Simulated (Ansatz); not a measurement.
A structure relaxed at PBE0-D4/def2-TZVP, charge 0, multiplicity 1:

```xyz
6

N    -0.9985   -1.8746   -1.1801
C    -0.5259   -0.9874   -0.6216
Si    0.2227    0.4181    0.2632
F     1.4497   -0.0877    1.0867
F    -0.8369    1.0428    1.2257
F     0.6890    1.4888   -0.7739
```

Problem. Give its formula and SMILES.

Solution. CF3NSi, `N#C[Si](F)(F)F`.

Problem. Point group (tolerance 0.08 Å, 0.16 Å for H)?

Solution. C3v.

Problem. Summarise the bond lengths by kind.

Solution. 1 × C–N 1.150 Å; 1 × C–Si 1.822 Å; 3 × F–Si 1.562 Å.

Program: Ansatz 0.2.0.
